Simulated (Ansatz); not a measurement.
Gas-phase electronic energies from Ansatz, PBE0-D4/def2-TZVP geometries. CCSD(T)/CBS adds triple-zeta CCSD(T) − MP2 to the extrapolated MP2 energy (def2 sets, frozen cores). This one scheme is used for every species. Functionals use def2-TZVPP. B3LYP here is the variant with VWN-RPA as its local correlation; programs differ in this. For Ga outer-core shells are correlated without core-valence functions, which leaves a few kJ/mol of doubt a bond. Scalar relativity is left out up to krypton. Each species was taken in one conformer, which may not be the lowest.

`[F][Ga]([F])[O][SiH3]` + CH₃SH → `C[S][Ga]([F])[F]` + `O[SiH3]`  (ligand exchange at a Ga–O bond)

CCSD(T)/CBS gives -6.4 kcal/mol.

Another level gave -7.7 kcal/mol. Which?
A. MP2/def2-TZVPP
B. PBE/def2-TZVPP
C. BLYP-D4/def2-TZVPP
D. B3LYP/def2-TZVPP

C. BLYP-D4 -7.7, PBE -9.1, MP2/def2-TZVPP -4.7, B3LYP -6.5 kcal/mol.

Largest T1 diagnostic among the species: 0.014.

From BLYP to BHLYP (50 % exact exchange), in def2-TZVPP and without D4, ΔE moves by +2.0 kcal/mol. Leaving LDA and LC-ωPBE aside and taking each functional with its dispersion term where it has one, the values, not all of them listed here, spread over 4.0 kcal/mol, from PBE-D4 to B2PLYP. In def2-TZVPP, CCSD(T) changes the Hartree–Fock value by −2.1 kcal/mol (the triples alone add −0.6 kcal/mol) and MP2 by −2.4 kcal/mol.
